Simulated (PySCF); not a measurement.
Ligands exchanged one at a time, Ge F-H. All species are isolated molecules in the gas phase. Strings in code marks are SMILES.

Quantity: redistribution energy (mixed species minus the weighted end members), in kJ/mol.

Level 1: r2SCAN-D4/def2-TZVP (PySCF)
Level 2: B3LYP/6-31G* // r2SCAN-D4/def2-TZVP (PySCF)
Level 3: PBE/6-31G* // r2SCAN-D4/def2-TZVP (PySCF)
Level 4: HF/STO-3G // r2SCAN-D4/def2-TZVP (PySCF)

```
species                                     level 1  level 2  level 3  level 4
------------------------------------------  -------  -------  -------  -------
2 of 4 F replaced by H: `[GeH2]([F])[F]`      -2.37    -2.48    -0.08    21.30
3 of 4 F replaced by H: `[F][GeH3]`            9.00    10.56    13.43    19.92
1 of 4 F replaced by H: `[F][GeH]([F])[F]`   -13.33   -14.49   -13.41     8.67
```
